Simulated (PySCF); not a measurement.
Bonds broken one at a time in the series Sn F-H. Gas-phase values, no solvent. Strings in code marks are SMILES.

These are PBE-D3(BJ)/def2-TZVP // PBE0-D3(BJ)/def2-TZVP (PySCF) values and carry that method's errors. 

| species | HOMO–LUMO gap (eV) | HOMO (eV) |
|---|---|---|
| whole molecule (`[F][Sn]([F])([F])[F]`) | 5.64 | -10.25 |
| radical fragment (`[F][Sn]([F])[F]`) | – | – |
| whole molecule (`[SnH]([F])([F])[F]`) | 6.13 | -9.29 |
| radical fragment (`[SnH3]`) | – | – |
| whole molecule (`[SnH4]`) | 7.65 | [?] |

Q: Fill in the missing entries.

A: 
- whole molecule (`[SnH4]`), HOMO (eV): -7.93
